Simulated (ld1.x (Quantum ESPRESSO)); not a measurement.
Scattering properties, PAW potential for terbium (Tb)

terbium, PAW, made with ld1.x (Quantum ESPRESSO) 7.5 (PBE, fully relativistic). Core [Kr] 4d10, reference 4f9 5s2 5p6 5d0 6s2 6p0. Waves: 5s (bound): rcut 2.25, rcutus 2.60 bohr; 6s (bound): rcut 2.25, rcutus 2.60 bohr; 5p (bound): rcut 2.15, rcutus 2.35 bohr; 6p (bound, empty): rcut 2.15, rcutus 2.35 bohr; 5d (bound, empty): rcut 2.75, rcutus 3.80 bohr; 5d channel at 3.1 Ry: rcut 2.75, rcutus 3.80 bohr; 4f (bound): rcut 1.05, rcutus 1.20 bohr; 4f channel at 4.05 Ry: rcut 1.05, rcutus 1.20 bohr. Local part: all-electron potential smoothed inside 2.25 bohr (lloc = -1). Core correction: Bessel-smoothed model core inside 0.80 bohr. Augmentation charge: BESSEL, radius 1.10 bohr.

Open shells are filled in proportion to 2j + 1 (rel_dist='average').

The phase is arctan(r·u′/u) with u = r·R(r), unwrapped; energies in Ry, scanned from -5 to 5 Ry. A pole is an energy at which the radial function vanishes at the test radius. The pseudo phase is shifted by a multiple of π to meet the all-electron one at the reference energy, and phase errors are pseudo minus all-electron; the curves can meet again beyond the range given. Levels narrower than the energy grid can be missing from the lists of poles.

```json
{"channel": "s", "radius (bohr)": "4.08", "reference energy (Ry)": "-0.27", "poles, all-electron": "0.45, 4.01", "poles, pseudo": "0.45, 4.15", "unbroken range about the reference energy with phases within 0.05 rad": "below 1.8", "phase error 1 Ry above the reference energy (rad)": "+0.001"}
{"channel": "p3/2", "radius (bohr)": "4.08", "reference energy (Ry)": "-0.08", "poles, all-electron": "-1.72, 1.21", "poles, pseudo": "-1.72, 1.21", "unbroken range about the reference energy with phases within 0.05 rad": "the whole range", "phase error 1 Ry above the reference energy (rad)": "-0.000"}
{"channel": "d3/2", "radius (bohr)": "4.08", "reference energy (Ry)": "-0.10", "poles, all-electron": "0.13, 2.52", "poles, pseudo": "0.14, 2.55", "unbroken range about the reference energy with phases within 0.05 rad": "below 0.6", "phase error 1 Ry above the reference energy (rad)": "+0.189"}
{"channel": "d5/2", "radius (bohr)": "4.08", "reference energy (Ry)": "-0.09", "poles, all-electron": "0.16, 2.57", "poles, pseudo": "0.16, 2.57", "unbroken range about the reference energy with phases within 0.05 rad": "below 1.0", "phase error 1 Ry above the reference energy (rad)": "+0.031"}
{"channel": "f5/2", "radius (bohr)": "4.08", "reference energy (Ry)": "-0.25", "poles, all-electron": "1.83, 4.72", "poles, pseudo": "1.83, 4.72", "unbroken range about the reference energy with phases within 0.05 rad": "the whole range", "phase error 1 Ry above the reference energy (rad)": "+0.002"}
{"channel": "f7/2", "radius (bohr)": "4.08", "reference energy (Ry)": "-0.20", "poles, all-electron": "-0.18, 1.84, 4.74", "poles, pseudo": "-0.18, 1.84, 4.74", "unbroken range about the reference energy with phases within 0.05 rad": "the whole range", "phase error 1 Ry above the reference energy (rad)": "+0.003"}
```

The ghost test of this file was not conclusive.

Phases in the f5/2 channel:

```csv
E (Ry),all-electron,pseudo
-5.00,1.465,1.465
-4.74,1.462,1.462
-4.48,1.459,1.459
-4.22,1.456,1.456
-3.96,1.453,1.453
-3.70,1.449,1.449
-3.44,1.445,1.445
-3.18,1.441,1.441
-2.92,1.436,1.436
-2.66,1.430,1.430
-2.40,1.424,1.424
-2.14,1.416,1.416
-1.88,1.408,1.408
-1.62,1.398,1.398
-1.36,1.385,1.385
-1.10,1.370,1.370
-0.84,1.351,1.351
-0.58,1.323,1.323
-0.32,1.260,1.260
-0.06,1.256,1.256
0.20,1.160,1.160
0.46,0.967,0.967
0.72,0.371,0.373
0.98,-0.822,-0.820
1.24,-1.290,-1.289
1.50,-1.459,-1.458
1.76,-1.551,-1.551
2.02,-1.621,-1.620
2.28,-1.690,-1.690
2.54,-1.787,-1.786
2.80,-1.995,-1.993
3.06,-2.899,-2.892
3.32,-4.196,-4.195
3.58,-4.475,-4.475
3.84,-4.578,-4.578
4.10,-4.634,-4.634
4.36,-4.672,-4.672
4.62,-4.702,-4.702
4.88,-4.728,-4.728
```
